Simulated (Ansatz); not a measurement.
Calculated with Ansatz (gas phase, PBE0-D4/def2-TZVP geometries, no zero-point term in ΔE). CBS: MP2 limit from def2 TZ/QZ plus the TZ coupled-cluster correction, frozen cores. This one scheme is used for every species. Functionals use def2-TZVPP. B3LYP here is the variant with VWN-RPA as its local correlation; programs differ in this. Elements past krypton have def2 core potentials. For Sn outer-core shells are correlated without core-valence functions, which leaves a few kJ/mol of doubt a bond. One conformer a species, not always the lowest.

`[CH3][SnH2][SiH2]O` + `N[SiH2]N` → `N[SiH2]N[SiH2]O` + `[CH3][SnH3]`  (cleavage of the Si–Sn bond)

```tsv
level	ΔE (kJ/mol)	difference from CCSD(T)/CBS
PBE-D4	-46.2	13.3
r2SCAN-D4	-58.3	1.2
PBE0-D4	-52.3	7.2
B3LYP-D4	-59.5	0.0
ωB97X-V	-62.8	-3.3
ωB97M-V	-65.3	-5.8
B2PLYP	-62.5	-3.0
PBE	-44.6	14.9
r2SCAN	-57.8	1.7
PBE0	-51.1	8.4
B3LYP	-57.1	2.4
HF/def2-TZVPP	-74.9	-15.4
MP2/def2-TZVPP	-67.0	-7.5
SCS-MP2/def2-TZVPP	-69.1	-9.6
CCSD/def2-TZVPP	-67.1	-7.6
CCSD(T)/def2-TZVPP	-66.4	-6.9
HF/def2-QZVPP	-75.6	-16.1
MP2/def2-QZVPP	-63.3	-3.8
SCS-MP2/def2-QZVPP	-65.8	-6.3
HF/CBS(def2)	-75.7	-16.2
MP2/CBS(def2)	-60.1	-0.6
CCSD/CBS(def2)	-60.3	-0.8
CCSD(T)/CBS	-59.5	0
```

Largest T1 diagnostic among the species: 0.012.

From PBE to PBE0 (25 % exact exchange), in def2-TZVPP and without D4, ΔE moves by −6.5 kJ/mol. In def2-TZVPP, CCSD(T) changes the Hartree–Fock value by +8.6 kJ/mol (the triples alone add +0.8 kJ/mol) and MP2 by +7.9 kJ/mol.
